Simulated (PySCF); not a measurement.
Members of one series of related molecules.

All values: PBE0/pcSseg-1 (PySCF) at GFN2-xTB geometries, gas phase, one conformer each.

(1) Rank by the lowest Hirshfeld charge on any atom, highest value first.
A. `C#CC/P=P/CC#C`
B. `OCCC/P=P/C(F)(F)F`
C. `C#CC/P=P/CC(F)(F)F`
D. `C#CC/P=P/CCCO`

(2) Rank by the highest IAO charge on any atom, highest value first.
A. `C(/P=P/CCCO)C#C`
B. `C#CC/P=P/CC(F)(F)F`
C. `C#CC/P=P/CC#C`
D. `OCCC/P=P/C(F)(F)F`

(3) Rank by the lowest IAO charge on any atom, highest value first.
A. `C#CC/P=P/CC(F)(F)F`
B. `C#CC/P=P/CC#C`
C. `OCCC/P=P/C(F)(F)F`
D. `C#CC/P=P/CCCO`

## Answers

(1) A (-0.118 e), C (-0.145 e), B (-0.160 e), D (-0.226 e).

(2) B (+0.809 e), D (+0.626 e), A (+0.344 e), C (+0.202 e).

(3) B (-0.449 e), A (-0.486 e), C (-0.505 e), D (-0.547 e).

All values together:

| SMILES | change | formula | μ (D) | HOMO (eV) | LUMO (eV) | lowest IAO charge (e) | highest IAO charge (e) | lowest Hirshfeld charge (e) | highest Hirshfeld charge (e) |
| --- | --- | --- | --- | --- | --- | --- | --- | --- | --- |
| C#CC/P=P/CCCO | parent | C6H10OP2 | 1.71 | -7.08 | -2.65 | -0.547 (O) | +0.344 (H) | -0.226 (O) | +0.164 (H) |
| C#CC/P=P/CC(F)(F)F | C3H6OH replaced by CH2CF3 | C5H5F3P2 | 2.38 | -7.39 | -3.04 | -0.486 (C) | +0.809 (C) | -0.145 (C) | +0.253 (C) |
| OCCC/P=P/C(F)(F)F | propargyl replaced by CF3 | C4H7F3OP2 | 6.54 | -6.68 | -2.15 | -0.505 (O) | +0.626 (C) | -0.160 (O) | +0.192 (C) |
| C#CC/P=P/[C@H](C)CC | C3H6OH replaced by sBu | C7H12P2 | 1.19 | -6.95 | -2.60 | -0.439 (C) | +0.201 (H) | -0.124 (C) | +0.091 (H) |
| C#CC/P=P/CC#C | C3H6OH replaced by propargyl | C6H6P2 | 0.15 | -7.16 | -2.52 | -0.449 (C) | +0.202 (H) | -0.118 (C) | +0.092 (H) |

Conformers: `[CH:1]#[C:2][CH2:3]/[P:4]=[P:5]/[CH2:6][CH2:7][CH2:8][OH:9]` with C2–C3–P4–P5 119°, P4–P5–C6–C7 -78°, P5–C6–C7–C8 -172°, C6–C7–C8–O9 63°, C7–C8–O9–H 58°; `[CH:1]#[C:2][CH2:3]/[P:4]=[P:5]/[CH2:6][C:7]([F:8])([F:9])[F:10]` with C2–C3–P4–P5 -81°, P4–P5–C6–C7 -93°; `[OH:1][CH2:2][CH2:3][CH2:4]/[P:5]=[P:6]/[C:7]([F:8])([F:9])[F:10]` with H–O1–C2–C3 167°, O1–C2–C3–C4 -57°, C2–C3–C4–P5 54°, C3–C4–P5–P6 79°; `[CH:1]#[C:2][CH2:3]/[P:4]=[P:5]/[C@H:6]([CH3:7])[CH2:8][CH3:9]` with C2–C3–P4–P5 -129°, P4–P5–C6–C7 62°, P5–C6–C8–C9 -60°; `[CH:1]#[C:2][CH2:3]/[P:4]=[P:5]/[CH2:6][C:7]#[CH:8]` with C2–C3–P4–P5 -13°, P4–P5–C6–C7 -11°.

Question: Give the shifts from the parent, `C#CC/P=P/CCCO`.

Answer: 
```
             SMILES  change in μ (D)  change in HOMO (eV)  change in LUMO (eV)
 C#CC/P=P/CC(F)(F)F            +0.67                -0.31                -0.39
  OCCC/P=P/C(F)(F)F            +4.83                +0.40                +0.50
C#CC/P=P/[C@H](C)CC            -0.52                +0.13                +0.05
      C#CC/P=P/CC#C            -1.56                -0.08                +0.13
```
